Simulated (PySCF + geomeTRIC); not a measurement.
Species: H$_{3}$BS, SMILES `BS` (charge 0, multiplicity 1).

Give a relaxed geometry from M06-2X/def2-TZVP in PySCF + geomeTRIC.

Several could match; the one computed here: the end point of this relaxation, one of several conformers (outside a Z-matrix the atoms follow the SMILES, hydrogens last).
Z-matrix (Å, degrees):
```
B
H 1 1.1836
H 1 1.1846 2 122.90
S 1 1.7692 2 121.11 3 -180.00
H 4 1.3387 1 99.02 2 -0.01
```
